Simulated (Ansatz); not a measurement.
Reaction (SMILES): [SiH3]N[SiH2]O[SiH3] + H+ -> [SiH3][NH2+][SiH2]O[SiH3]
Geometries: B3LYP-D3(BJ)/def2-TZVP minima from Ansatz (a first-principles code), one conformer each, not searched for the lowest.
Geometry of the first species:
```xyz
14

Si    -0.0666     0.1478    -0.9932
N     -1.4849     0.6675    -0.1787
Si    -2.6356    -0.2945     0.6896
O      1.2075    -0.0172     0.0208
Si     2.8036    -0.1336     0.3476
H     -0.3411    -1.1708    -1.5974
H      0.2827     1.1633    -2.0112
H     -1.5911     1.6697    -0.0922
H     -4.0198    -0.0034     0.2440
H     -2.3065    -1.7098     0.4143
H     -2.5799    -0.0547     2.1528
H      3.0111     0.1214     1.7896
H      3.5634     0.8641    -0.4430
H      3.2963    -1.4897     0.0120
```
Charge 0, spin multiplicity 1.

Wanted: proton affinity (electronic energy difference), positive where the reaction releases energy, in kcal/mol. Correlated levels leave the core frozen unless marked. No spin-orbit coupling. Non-relativistic. CBS marks a two-point X^-3 extrapolation of the correlation energy; Hartree-Fock from the larger set.

CCSD(T)/CBS(cc-pV(T+d)Z,cc-pV(Q+d)Z) (Ansatz) gives 214.5 kcal/mol.

Question: Another calculation gave 215.2 kcal/mol. Which level was it?
(A) B97M-V/def2-TZVPD (Ansatz)
(B) SVWN5/def2-TZVPD (Ansatz)
(C) HSE06/def2-TZVPD (Ansatz)

Answer: C, HSE06/def2-TZVPD (Ansatz). The others give 206.9 (SVWN5), 211.7 (B97M-V) kcal/mol.
